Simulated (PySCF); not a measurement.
## [Cd(F)2] (charge 0, multiplicity 1)

The numbers are results of TPSSh-D3(BJ)/def2-TZVP // r2SCAN-D4/def2-SVP (PySCF), not measurements.

```
Item                                                     Value
-------------------------------------  -----------------------
HOMO                                                  -8.99 eV
dipole moment                                           0.00 D
HOMO–LUMO gap                                          6.23 eV
LUMO                                                  -2.75 eV
charge on the central atom (Mulliken)                   1.07 e
total energy                                      -367.4936 Ha
cost                                   roughly 50 core-seconds
```

```xyz
3

Cd     0.0000     0.0000     0.0000
F      0.2644    -1.2647    -1.4155
F     -0.2644     1.2647     1.4155
```
